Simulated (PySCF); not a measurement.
WSCl₄, SMILES [S]=[W]([Cl])([Cl])([Cl])[Cl], multiplicity 1. Geometry optimised at B3LYP-D3(BJ)/def2-SVP. The spin state was assumed, not searched. The isomer is the one that the SMILES or the coordinates give; other isomers of the formula were not compared. The def2 effective core potentials stand for the cores of W; spin–orbit coupling is left out.

Give the equilibrium geometry at B3LYP-D3(BJ)/def2-SVP (PySCF confirms it by a frequency run) as bond lengths and angles, and its point group. (Estimate from the structure and the level; the computed values follow.)

point group C3v.
Atoms: W1 S2 Cl3 Cl4 Cl5 Cl6. Bond lengths (Å): W1–S2 2.145, W1–Cl3 2.403, W1–Cl4 2.285, W1–Cl5 2.285, W1–Cl6 2.285. Angles (°): S2–W1–Cl3 180.0, S2–W1–Cl4 94.0, S2–W1–Cl5 94.0, S2–W1–Cl6 94.0, Cl3–W1–Cl4 86.0, Cl3–W1–Cl5 86.0, Cl3–W1–Cl6 86.0, Cl4–W1–Cl5 119.5, Cl4–W1–Cl6 119.5, Cl5–W1–Cl6 119.5.
Charge 0, spin multiplicity 1.
